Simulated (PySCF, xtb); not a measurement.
MoF₆, SMILES [F][Mo]([F])([F])([F])([F])[F], multiplicity 1.

GFN2-xTB (xtb) at its own geometry gives an orbital gap of 5.74 eV and a dipole moment of 0.00 D.

Coordinates come from a B3LYP-D3(BJ)/def2-SVP optimisation. The multiplicity is an assumed one; no other spin state was optimised. The isomer is the one that the SMILES or the coordinates give; other isomers of the formula were not compared. The def2 effective core potentials stand for the cores of Mo; spin–orbit coupling is left out.

Task: What does PBE0/def2-TZVP (PySCF) give? (An estimate is asked for; the answer gives what the named calculation found.)

Result: gap 6.97 eV (levels -12.81 and -5.85 eV), dipole 0.00 D.
